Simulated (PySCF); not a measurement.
Question: Write Cartesian coordinates for InChI=1S/C9H8O2/c1-2-11-9(10)8-6-4-3-5-7-8/h2-7H,1H2 as optimised with PBE0-D3(BJ)/def2-SVP.

Answer: 
```xyz
19
C9H8O2 angstrom
C      4.140   -0.518   -0.787
C      3.214    0.220   -0.184
O      1.888   -0.088   -0.311
C      0.980    0.690    0.327
O      1.281    1.642    0.996
C     -0.408    0.221    0.096
C     -0.699   -0.905   -0.681
C     -2.022   -1.298   -0.859
C     -3.054   -0.571   -0.265
C     -2.764    0.553    0.511
C     -1.444    0.949    0.692
H      3.872   -1.383   -1.398
H      5.193   -0.258   -0.673
H      3.414    1.095    0.439
H      0.116   -1.465   -1.141
H     -2.252   -2.177   -1.465
H     -4.092   -0.882   -0.407
H     -3.573    1.122    0.975
H     -1.187    1.823    1.294
```

Orientation and origin are arbitrary. Atoms count from 1 in this order. The 11 heavy atoms lie in one plane (0.005 Å rms). Of the pairs four or more bonds apart, O5···H14 is among the closest relative to their van der Waals radii: 2.27 Å, 84 % of the sum of Bondi's values. The C–C distances run from 1.329 Å (C1=C2, drawn double) to 1.482 Å (C4–C6, drawn single), a spread of 0.153 Å. The C–O distances run from 1.202 Å (C4=O5, drawn double) to 1.367 Å (C2–O3, drawn single), a spread of 0.165 Å.

Bonds between heavy atoms (Å): C1=C2 1.329, C2–O3 1.367, O3–C4 1.355, C4=O5 1.202, C4–C6 1.482, C6–C7 1.400, C7–C8 1.392, C8–C9 1.395, C9–C10 1.396, C10–C11 1.390, C6–C11 1.400.

Method used: PySCF 2.14.0, PBE0-D3(BJ)/def2-SVP geometry optimisation, gas phase.

Point group: Cs (every atom within 0.08 Å of its image). Stationary, but not proved a minimum. One conformer, not necessarily the lowest (C1–C2–O3–C4 180°, C2–O3–C4–O5 0°, O3–C4–C6–C7 1°).

Cost: about 4 min of CPU time on one thread; the machine was shared, so the figure is rough. That covers the optimisation of the geometry.
